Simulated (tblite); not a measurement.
Species: C4H9FSi3.
Atom-mapped SMILES: `[CH3:1][C:2]#[C:3][Si@@H:4]1[CH2:5][Si@H:6]([F:7])[SiH2:8]1` (hydrogens: H9, H10, H11 on C1; H12 on Si4; H13, H14 on C5; H15 on Si6; H16, H17 on Si8)

A start from a force field or distance geometry was refined with tblite 0.8.0, GFN2-xTB geometry optimisation, gas phase. Values at the start:

```csv
coordinate,start
C1–C2,1.494 Å
C1–H9,1.124 Å
C2≡C3,1.204 Å
C3–Si4,1.815 Å
Si4–C5,1.889 Å
Si4–Si8,2.202 Å
Si4–H12,1.472 Å
C5–Si6,1.889 Å
C5–H13,1.109 Å
C5–H14,1.085 Å
Si6–F7,1.662 Å
Si6–Si8,2.235 Å
Si6–H15,1.487 Å
Si8–H16,1.455 Å
Si8–H17,1.452 Å
C2–C3–Si4,178.6°
C3–Si4–C5,112.7°
C3–Si4–Si8,114.9°
Si4–C5–Si6,85.5°
Si4–Si8–Si6,70.7°
C5–Si6–F7,114.6°
C5–Si6–Si8,86.0°
F7–Si6–Si8,116.7°
```

Problem. How do these coordinates change at the GFN2-xTB level?

Solution. 
| coordinate | GFN2-xTB (Å or °) | change |
| --- | --- | --- |
| Si4–Si8 | 2.357 | +0.155 |
| Si6–Si8 | 2.327 | +0.092 |
| Si4–C5 | 1.942 | +0.053 |
| C1–C2 | 1.446 | -0.048 |
| C5–Si6 | 1.925 | +0.036 |
| Si6–F7 | 1.627 | -0.035 |
| C1–H9 | 1.090 | -0.034 |
| C3–Si4 | 1.846 | +0.031 |
| Si6–H15 | 1.460 | -0.027 |
| Si8–H17 | 1.473 | +0.021 |
| C5–H13 | 1.089 | -0.020 |
| Si8–H16 | 1.469 | +0.014 |
| C5–H14 | 1.090 | +0.005 |
| Si4–H12 | 1.475 | +0.003 |
| C2≡C3 | 1.206 | +0.002 |
| Si4–C5–Si6 | 102.8 | +17.3 |
| Si4–Si8–Si6 | 80.3 | +9.6 |
| C5–Si6–F7 | 107.8 | -6.8 |
| F7–Si6–Si8 | 111.9 | -4.8 |
| C5–Si6–Si8 | 88.9 | +2.9 |
| C3–Si4–C5 | 110.0 | -2.7 |
| C3–Si4–Si8 | 116.9 | +2.0 |
| C2–C3–Si4 | 177.7 | -0.9 |

The energy falls by 1.316 eV over 155 L-BFGS steps, the largest force on an atom goes from 2.57 to 0.009 eV/Å, and the atoms move by 1.125 Å rms after alignment. The bond that changes most is Si4–Si8 (SiH silicon to SiH2 silicon), which lengthens by 0.155 Å. Bonds longer at the end by more than 0.005 Å: 7 of 17; shorter: 7. Among the dihedrals that turn most is H13–C5–Si6–H15, from -176° to 97°. Rotational constants go from 3279, 520.2, 488.4 to 1789, 614.1, 560.1 MHz.

Hardware: an Arm Neoverse V2 with one thread, shared host with 32 logical CPUs at a one-minute load of 31. Cost: 1.2 s of wall time.

GFN2-xTB frequencies show an imaginary mode (25i cm⁻¹), so the point is no minimum at that level.

The numbers are calculated, not measured.
